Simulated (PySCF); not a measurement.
**Radial density of Ho⁴⁵⁺ (holmium, charge +45)**

revPBE, [Ar] 3d4, high-spin 5D determinant. All numbers are calculated (PySCF 2.14, scalar relativity by spin-free X2C-1e, in an uncontracted even-tempered set (18 s from 9.6 bohr⁻², ratio 2.5; 12 p from 12 bohr⁻², ratio 2.5; 7 d from 12 bohr⁻², ratio 2.5; 4 f from 46 bohr⁻², ratio 2.7; 3 g from 69 bohr⁻², ratio 2.7)).

| r (bohr) | 4πr²ρ (e/bohr) | 4πr²(ρα − ρβ) |
| --- | --- | --- |
| 0.0185 | 86.47 | 0.0134 |
| 0.0311 | 80.06 | 0.2153 |
| 0.0523 | 110.2 | 1.9582 |
| 0.0879 | 89.19 | 10.2015 |
| 0.148 | 63.96 | 22.4800 |
| 0.249 | 49.43 | 12.3050 |
| 0.418 | 2.915 | 0.6573 |
| 0.704 | 0.006117 | 0.0017 |

Densities and radii are taken from the X2C orbitals without a picture-change correction, which distorts them close to the nucleus.

Spin-orbit coupling is strong in this species (close to jj coupling), so the high-spin LS determinant is a model state, not a physical level.
